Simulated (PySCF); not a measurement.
C4H6GeOS.
Atom-mapped SMILES: `[GeH3:1][O:2][c:3]1[cH:4][cH:5][s:6][cH:7]1` (hydrogens: H8, H9, H10 on Ge1; H11 on C4; H12 on C5; H13 on C7)

Structure used (PBE0-D3(BJ)/def2-SVP), in Å, numbered top down from 1:
```
atom  x, y, z in Å
Ge1    2.0769    0.4870    0.0470
O2     0.4671    1.2843   -0.0669
C3    -0.6935    0.6125    0.0347
C4    -1.9392    1.3098   -0.0632
C5    -3.0128    0.4739    0.0624
S6    -2.5354   -1.1581    0.2991
C7    -0.8664   -0.7403    0.2326
H8     2.1896   -0.5443   -1.0889
H9     2.1866   -0.1927    1.4226
H10    3.0540    1.6529   -0.1148
H11   -2.0003    2.3867   -0.2200
H12   -4.0699    0.7336    0.0281
H13   -0.1059   -1.5119    0.3429
```

The calculation used core-valence-separated Tamm–Dancoff BHandHLYP/aug-pcX-1 (pcseg-1 on H, def2-SVPD on Ge, def2-SVPD on S) in PySCF, non-relativistic, gas phase, PBE0-D3(BJ)/def2-SVP geometry. No empirical shift is added; at this level the pattern usually sits a few eV under experiment.

The lowest roots of each edge with f over 0.003 (five at most, numbered afresh; weaker and dark ones are left out), with transition dipoles (au) in the frame of the coordinates:

| root | edge | E (eV) | f | μx | μy | μz |
| --- | --- | --- | --- | --- | --- | --- |
| 1 | C | 283.31 | 0.0491 | -0.0003 | -0.0121 | -0.0832 |
| 2 | C | 283.44 | 0.0617 | -0.0003 | -0.0136 | -0.0933 |
| 3 | C | 283.86 | 0.0513 | -0.0003 | -0.0124 | -0.0850 |
| 4 | C | 285.10 | 0.0694 | 0.0003 | 0.0144 | 0.0986 |
| 5 | C | 285.62 | 0.0305 | -0.0597 | -0.0279 | 0.0043 |
| 6 | O | 532.02 | 0.0213 | 0.0297 | -0.0271 | 0.0039 |
| 7 | O | 533.53 | 0.0114 | 0.0001 | 0.0042 | 0.0292 |
| 8 | O | 534.06 | 0.0037 | -0.0129 | 0.0108 | -0.0015 |
| 9 | O | 534.73 | 0.0059 | 0.0000 | 0.0030 | 0.0211 |
| 10 | O | 534.91 | 0.0032 | -0.0045 | -0.0149 | 0.0021 |

Molecules are fixed in this frame and the field points along z. What effective strengths 3 f cos²θ do the roots have (θ between field and μ)?

root 1 (C4): 0.144, root 2 (C5): 0.181, root 3 (C7): 0.151, root 4 (C3): 0.204, root 5 (C7): 0.000, root 6 (O2): 0.001, root 7 (O2): 0.034, root 8 (O2): 0.000, root 9 (O2): 0.017, root 10 (O2): 0.000. Root 4 is the strongest. Averaged over all orientations cos²θ is 1/3, which gives f back.

 The BHandHLYP/aug-pcX-1 (pcseg-1 on H, def2-SVPD on Ge, def2-SVPD on S) calculation is non-relativistic and has no spin–orbit coupling, an omission that weighs most on germanium.

One conformer stands for the species.
